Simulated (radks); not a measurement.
The numbers below are computed, except where a source is named.
Task: These are the eigenvalues of the occupied orbitals of an atom or ion with whole-number occupations (hartree). Code: a radial shooting solver on a logarithmic mesh with Libxc functionals. Model: Dirac Kohn-Sham, exchange-only PBE, spin-unpolarised, spherical densities, finite nucleus; Fermi nuclear charge, rms radius of each element as measured or else 0.836 A^(1/3) + 0.57 fm.

| orbital | eigenvalue |
|---|---|
| 1s1/2 | -1842.834 |
| 2s1/2 | -357.0645 |
| 2p1/2 | -342.5942 |
| 2p3/2 | -318.5842 |
| 3s1/2 | -123.5581 |
| 3p1/2 | -117.5623 |
| 3p3/2 | -112.1977 |
| 3d3/2 | -102.3552 |
| 3d5/2 | -101.1405 |

Which element is it, and in what charge state? The configuration may be excited. Open shells, if any, fill j = l - 1/2 first.

Result: Z = 63, europium, charge +38: Eu38+ in [Ar] 3d7. The list shows which subshells hold electrons but not how many an open one holds; the 1s level, -1842.8 hartree, gives Z - s = 60.7 by -(Z - s)^2/2, which with screening and relativity narrows Z to a few neighbours, and the depths of the outer levels then fix element, charge and occupations together.
